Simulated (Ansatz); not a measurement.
`B[AsH]C[SiH3]` + `CBN` → `CBNC[SiH3]` + `B[AsH2]`  (substitution at a C–As bond)

Program: Ansatz. Geometries: PBE0-D4/def2-TZVP. ΔE: electronic, gas phase. CCSD(T)/CBS is the MP2 limit (def2-TZVPP, def2-QZVPP) plus CCSD(T) − MP2 in def2-TZVPP, frozen cores. DFT in def2-TZVPP. For As outer-core shells are correlated without core-valence functions, which leaves a few kJ/mol of doubt a bond. Scalar relativity is left out up to krypton. Each species was taken in one conformer, which may not be the lowest.

`B[AsH]C[SiH3]`:

```xyz
12

B    -0.889    1.677   -1.083
As    0.976    1.155   -0.709
C     0.861    0.024    0.901
Si   -0.182   -1.499    0.610
H    -1.613    1.950   -0.173
H    -1.221    1.894   -2.208
H     1.195    0.106   -1.780
H     1.875   -0.224    1.220
H     0.417    0.653    1.677
H    -1.560   -1.075    0.244
H     0.388   -2.288   -0.514
H    -0.247   -2.374    1.815
```

`CBN`:

Cartesian coordinates in Å:
```
C 0.885 -0.638 -0.441
B -0.083 0.561 -0.148
N -1.160 0.443 0.725
H 1.915 -0.367 -0.184
H 0.900 -0.863 -1.513
H 0.635 -1.559 0.094
H 0.078 1.631 -0.674
H -1.791 1.199 0.926
H -1.380 -0.408 1.215
```

`CBNC[SiH3]`:

Z-matrix (Å, degrees):
```
C
B 1 1.568
H 1 1.095 2 110.5
H 1 1.096 2 110.4 3 -116.4
H 1 1.094 2 114.3 3 121.9
N 2 1.391 1 121.7 3 -122.0
H 2 1.203 1 121.4 3 57.9
C 6 1.451 2 127.1 1 -178.3
H 6 1.010 2 119.0 1 -0.9
Si 8 1.890 6 112.0 2 114.0
H 8 1.093 6 108.3 2 -6.1
H 8 1.097 6 111.1 2 -122.7
H 10 1.486 8 110.0 6 -63.7
H 10 1.489 8 109.1 6 55.3
H 10 1.489 8 110.7 6 175.0
```

`B[AsH2]`:

Cartesian coordinates in Å:
```
B 0.291 -0.836 0.293
As -0.568 0.585 -0.784
H 1.391 -1.203 0.011
H -0.352 -1.425 1.107
H -1.340 1.317 0.290
H 0.577 1.562 -0.917
```

CCSD(T)/CBS gives +14.9 kcal/mol.

(1) Another level gave +11.8 kcal/mol. Which?
A. r2SCAN/def2-TZVPP
B. SCS-MP2/def2-TZVPP
C. MP2/def2-TZVPP
D. HF/def2-TZVPP

Largest T1 diagnostic among the species: 0.014.

Results:

(1) D. HF/def2-TZVPP 11.8, r2SCAN 14.0, MP2/def2-TZVPP 16.5, SCS-MP2/def2-TZVPP 15.1 kcal/mol.

In def2-TZVPP, CCSD(T) changes the Hartree–Fock value by +2.8 kcal/mol (the triples alone add +0.5 kcal/mol) and MP2 by +4.7 kcal/mol. The D4 term adds +1.2 kcal/mol with B3LYP and +0.6 kcal/mol with PBE0; it sums over pairs of atoms, weighted by their polarisabilities, and B3LYP, whose exchange is more repulsive, gets the larger term.

B3LYP here is the variant with VWN-RPA as its local correlation; programs differ in this.
